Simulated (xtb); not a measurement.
C2H7O, charge +1, singlet, from a rough starting geometry; GFN2-xTB (xtb).

The xtb input:
```
$ xtb mol.xyz --gfn 2 --chrg 1 --opt vtight --json

# file mol.xyz
10

C      1.12244629     0.48302712    -0.12151264
O      0.03006780    -0.31414728    -0.58290942
C     -1.14782925    -0.26453172     0.22811573
H      1.36789074     0.17282621     0.94561854
H      0.71510856     1.55311441    -0.05622960
H      1.92983024     0.43079455    -0.76231724
H      0.36349694    -1.21838807    -0.69581158
H     -1.93531240    -0.91912144    -0.24027541
H     -1.53039375     0.71506828     0.20665960
H     -1.00326081    -0.68476293     1.23335485
```

Output, abridged:

```
   ID    Z sym.   atoms
    1    6 C      1, 3
    2    8 O      2
    3    1 H      4-10

           -------------------------------------------------
          |                Calculation Setup                |
           -------------------------------------------------

           -------------------------------------------------
          |                 G F N 2 - x T B                 |
           -------------------------------------------------

          ...................................................
          :                      SETUP                      :
          :.................................................:
          :  # basis functions                  19          :
          :  # atomic orbitals                  19          :
          :  # shells                           13          :
          :  # electrons                        20          :
          :  max. iterations                   250          :
          :  Hamiltonian                  GFN2-xTB          :
          :  restarted?                      false          :
          :  GBSA solvation                  false          :
          :  PC potential                    false          :
          :  electronic temp.          300.0000000     K    :
          :  accuracy                    1.0000000          :
          :  -> integral cutoff          0.2500000E+02      :
          :  -> integral neglect         0.1000000E-07      :
          :  -> SCF convergence          0.1000000E-05 Eh   :
          :  -> wf. convergence          0.1000000E-03 e    :
          :  Broyden damping             0.4000000          :
          :  net charge                          1          :
          :  unpaired electrons                  0          :
          ...................................................

 iter      E             dE          RMSdq      gap      omega  full diag
   1    -11.5351161 -0.115351E+02  0.394E+00   10.65       0.0  T
   2    -11.5459415 -0.108254E-01  0.262E+00   10.54       1.0  T
   3    -11.5470548 -0.111323E-02  0.377E-01   10.37       1.0  T
   4    -11.5473466 -0.291852E-03  0.117E-01   10.43       1.0  T
   5    -11.5473519 -0.531007E-05  0.230E-02   10.45       1.4  T
   6    -11.5473527 -0.807117E-06  0.839E-03   10.45       3.8  T
   7    -11.5473528 -0.478481E-07  0.312E-03   10.45      10.1  T
   8    -11.5473528 -0.649380E-08  0.646E-04   10.45      48.9  T
   9    -11.5473528 -0.158462E-09  0.920E-05   10.45     343.9  T

   *** convergence criteria satisfied after 9 iterations ***

         :::::::::::::::::::::::::::::::::::::::::::::::::::::
         ::                     SUMMARY                     ::
         :::::::::::::::::::::::::::::::::::::::::::::::::::::
         :: total energy             -11.419908649760 Eh    ::
         :: gradient norm              0.113553399639 Eh/a0 ::
         :: HOMO-LUMO gap             10.450701829898 eV    ::
         ::.................................................::
         :: SCC energy               -11.547352077494 Eh    ::
         :: -> isotropic ES            0.109231330732 Eh    ::
         :: -> anisotropic ES         -0.003934991682 Eh    ::
         :: -> anisotropic XC          0.007271295369 Eh    ::
         :: -> dispersion             -0.002446912683 Eh    ::
         :: repulsion energy           0.127443427733 Eh    ::
         :: add. restraining           0.000000000000 Eh    ::
         :: total charge               1.000000000000 e     ::
         :::::::::::::::::::::::::::::::::::::::::::::::::::::

      -----------------------------------------------------------
     |                   =====================                   |
     |                        A N C O P T                        |
     |                   =====================                   |
     |               Approximate Normal Coordinate               |
     |                Rational Function Optimizer                |
      -----------------------------------------------------------
      -----------------------------------------------------------
     |                   =====================                   |
     |                        A N C O P T                        |
     |                   =====================                   |
     |               Approximate Normal Coordinate               |
     |                Rational Function Optimizer                |
      -----------------------------------------------------------

          ...................................................
          :                      SETUP                      :
          :.................................................:
          :   optimization level         verytight          :
          :   max. optcycles                   200          :
          :   ANC micro-cycles                  20          :
          :   degrees of freedom                24          :
          :.................................................:
          :   RF solver                   davidson          :
          :   write xtbopt.log                true          :
          :   linear?                        false          :
          :   energy convergence         0.1000000E-06 Eh   :
          :   grad. convergence          0.2000000E-03 Eh/α :
          :   maxmium RF displ.          1.0000000          :
          :   Hlow (freq-cutoff)         0.1000000E-01      :
          :   Hmax (freq-cutoff)         5.0000000          :
          :   S6 in model hess.         20.0000000          :
          ...................................................

generating ANC from exact Hessian ...
Using Lindh-Hessian (1995)
 Shifting diagonal of input Hessian by    0.0000000000000000
 Lowest  eigenvalues of input Hessian
    0.000000    0.000000    0.000000    0.000000    0.000000    0.000000
    0.010100    0.014684    0.021671    0.056066    0.062142    0.068474
[...]
 * total energy  :   -11.4199086 Eh     change       -0.1947953E-10 Eh
 * total energy  :   -11.4280259 Eh     change       -0.8117234E-02 Eh
 * total energy  :   -11.4290554 Eh     change       -0.1029512E-02 Eh
 * total energy  :   -11.4291007 Eh     change       -0.4532909E-04 Eh
 * total energy  :   -11.4291166 Eh     change       -0.1582872E-04 Eh
 * total energy  :   -11.4291191 Eh     change       -0.2555476E-05 Eh
 * total energy  :   -11.4291195 Eh     change       -0.3954811E-06 Eh
 * total energy  :   -11.4291196 Eh     change       -0.1328355E-06 Eh
 * total energy  :   -11.4291197 Eh     change       -0.8085154E-07 Eh
   *** GEOMETRY OPTIMIZATION CONVERGED AFTER 9 ITERATIONS ***
[...]

 iter      E             dE          RMSdq      gap      omega  full diag
   1    -11.5549561 -0.115550E+02  0.221E-05   10.26       0.0  T
   2    -11.5549561 -0.236255E-12  0.122E-05   10.26    2583.3  T
   3    -11.5549561 -0.355271E-14  0.177E-06   10.26   17891.8  T

   *** convergence criteria satisfied after 3 iterations ***

         :::::::::::::::::::::::::::::::::::::::::::::::::::::
         ::                     SUMMARY                     ::
         :::::::::::::::::::::::::::::::::::::::::::::::::::::
         :: total energy             -11.429119717433 Eh    ::
         :: gradient norm              0.000069907437 Eh/a0 ::
         :: HOMO-LUMO gap             10.255720316861 eV    ::
         ::.................................................::
         :: SCC energy               -11.554955340347 Eh    ::
         :: -> isotropic ES            0.109321811598 Eh    ::
         :: -> anisotropic ES         -0.004162391362 Eh    ::
         :: -> anisotropic XC          0.007306104480 Eh    ::
         :: -> dispersion             -0.002438691617 Eh    ::
         :: repulsion energy           0.125835622914 Eh    ::
         :: add. restraining           0.000000000000 Eh    ::
         :: total charge               1.000000000000 e     ::
         :::::::::::::::::::::::::::::::::::::::::::::::::::::

           -------------------------------------------------
          |                Property Printout                |
           -------------------------------------------------

    * Orbital Energies and Occupations

         #    Occupation            Energy/Eh            Energy/eV
      -------------------------------------------------------------
         1        2.0000           -0.9934179             -27.0323
         2        2.0000           -0.9086586             -24.7259
         3        2.0000           -0.8947777             -24.3481
         4        2.0000           -0.8400943             -22.8601
         5        2.0000           -0.7884218             -21.4540
         6        2.0000           -0.7768217             -21.1384
         7        2.0000           -0.7026887             -19.1211
         8        2.0000           -0.7014008             -19.0861
         9        2.0000           -0.6926019             -18.8467
        10        2.0000           -0.6776385             -18.4395 (HOMO)
        11                         -0.3007477              -8.1838 (LUMO)
        12                         -0.1790068              -4.8710
        13                         -0.1351895              -3.6787
        14                         -0.0694432              -1.8896
        15                         -0.0374146              -1.0181
        16                         -0.0100704              -0.2740
        17                          0.0057890               0.1575
        18                          0.0145413               0.3957
        19                          0.0227413               0.6188
      -------------------------------------------------------------
                  HL-Gap            0.3768908 Eh           10.2557 eV
             Fermi-level           -0.4891931 Eh          -13.3116 eV

     #   Z          covCN         q      C6AA      α(0)
     1   6 C        3.630    -0.038    21.678     6.704
     2   8 O        2.493    -0.083    15.572     5.330
     3   6 C        3.630    -0.038    21.679     6.704
     4   1 H        0.924     0.115     1.651     2.009
     5   1 H        0.925     0.138     1.472     1.897
     6   1 H        0.925     0.133     1.509     1.921
     7   1 H        0.803     0.385     0.514     1.126
     8   1 H        0.925     0.133     1.509     1.921
     9   1 H        0.925     0.138     1.472     1.897
    10   1 H        0.924     0.115     1.651     2.009

 Mol. C6AA /au·bohr⁶  :        456.883665
 Mol. C8AA /au·bohr⁸  :       9216.205980
 Mol. α(0) /au        :         31.519682

Wiberg/Mayer (AO) data.
largest (>0.10) Wiberg bond orders for each atom

 ---------------------------------------------------------------------------
     #   Z sym  total        # sym  WBO       # sym  WBO       # sym  WBO
 ---------------------------------------------------------------------------
     1   6 C    3.823 --     4 H    0.974     5 H    0.968     6 H    0.967
                             2 O    0.888
     2   8 O    2.630 --     1 C    0.888     3 C    0.888     7 H    0.829
     3   6 C    3.823 --    10 H    0.974     9 H    0.968     8 H    0.967
                             2 O    0.888
     4   1 H    0.987 --     1 C    0.974
     5   1 H    0.981 --     1 C    0.968
     6   1 H    0.982 --     1 C    0.967
     7   1 H    0.852 --     2 O    0.829
     8   1 H    0.982 --     3 C    0.967
     9   1 H    0.981 --     3 C    0.968
    10   1 H    0.987 --     3 C    0.974
 ---------------------------------------------------------------------------

Topologies differ in total number of bonds
Writing topology from bond orders to xtbtopo.mol

molecular dipole:
                 x           y           z       tot (Debye)
 q only:        0.133      -0.500      -0.160
   full:        0.211      -0.725      -0.168       1.966
molecular quadrupole (traceless):
                xx          xy          yy          xz          yz          zz
 q only:        3.014       1.425       0.205      -1.353       1.337      -3.219
  q+dip:        1.272       0.137       1.581      -0.978       1.223      -2.853
   full:        1.962       0.606       1.236      -1.225       1.476      -3.198

optimized geometry written to: xtbopt.xyz

           -------------------------------------------------
          | TOTAL ENERGY              -11.429119717433 Eh   |
          | GRADIENT NORM               0.000069907437 Eh/α |
          | HOMO-LUMO GAP              10.255720316861 eV   |
           -------------------------------------------------

normal termination of xtb
```
